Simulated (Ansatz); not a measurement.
Cl2Se, singlet, at a GFN2-xTB geometry; Ansatz (a program for electronic structure) with BLYP/cc-pVDZ.

Input for Ansatz:
Ansatz 0.2 input:
```yaml
crystal:
  periodic: [false, false, false]
  atoms:
    - {symbol: Se, position_ang: [0.00136488, 0.00124916, 0.68646471]}
    - {symbol: Cl, position_ang: [1.04133364, 1.25945705, -0.69083200]}
    - {symbol: Cl, position_ang: [-1.04406340, -1.26195537, -0.68209743]}
basis:
  gaussian:
    orbitals: cc-pVDZ
hamiltonian:
  xc: blyp
```

The log (banner, timings and long lists left out):

```
Functional definition: BLYP
718 factors; integrals over basis functions are off by at most 8.2e-4 eV
mean field evaluation 1: about -90394.6478 eV, gradient 1.5e1 eV
mean field evaluation 2: about -90392.8004 eV, gradient 2.9e1 eV
mean field evaluation 4: about -90395.2875 eV, gradient 5.6e-1 eV
mean field evaluation 8: about -90395.2847 eV, gradient 6.6e-3 eV
mean field -90395.28474460 eV, -3321.9654422392 hartree, gradient 4.9e-6 eV, S^2 0.000000; 0 other end points of the search recorded, 0 dependent functions left out
reference -90395.28501058 eV, -3321.9654520139 hartree; 34, 34 occupied and 29, 29 virtual orbitals, 718 factors
Total energy: -90395.28501058 eV, -3321.9654520139 hartree
```
